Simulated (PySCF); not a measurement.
A calculated (M06-2X, PySCF 2.14, Sapporo-DZP-2012, the spin-free X2C one-electron Hamiltonian (Gaussian nucleus)) atom or ion has these occupied shells.

```json
{"shell": "1s α", "electrons": "1", "orbital energy (eV)": "-2482.3", "rms radius, mean of both spins (bohr)": "0.113"}
{"shell": "1s β", "electrons": "1", "orbital energy (eV)": "-2481.7", "rms radius, mean of both spins (bohr)": "0.113"}
{"shell": "2s α", "electrons": "1", "orbital energy (eV)": "-253.64", "rms radius, mean of both spins (bohr)": "0.521"}
{"shell": "2s β", "electrons": "1", "orbital energy (eV)": "-253.41", "rms radius, mean of both spins (bohr)": "0.521"}
{"shell": "2p α", "electrons": "3", "orbital energy (eV)": "-196.06", "rms radius, mean of both spins (bohr)": "0.490"}
{"shell": "2p β", "electrons": "3", "orbital energy (eV)": "-195.33", "rms radius, mean of both spins (bohr)": "0.490"}
{"shell": "3s α", "electrons": "1", "orbital energy (eV)": "-44.300", "rms radius, mean of both spins (bohr)": "1.70"}
{"shell": "3s β", "electrons": "1", "orbital energy (eV)": "-40.920", "rms radius, mean of both spins (bohr)": "1.70"}
{"shell": "3p α", "electrons": "2", "orbital energy (eV)": "-31.766", "rms radius, mean of both spins (bohr)": "1.90"}
```

**Question.** Name the element and its charge.

**Answer.** S²⁺ (sulfur, charge +2), in [Ne] 3s2 3p2, high-spin 3P determinant.
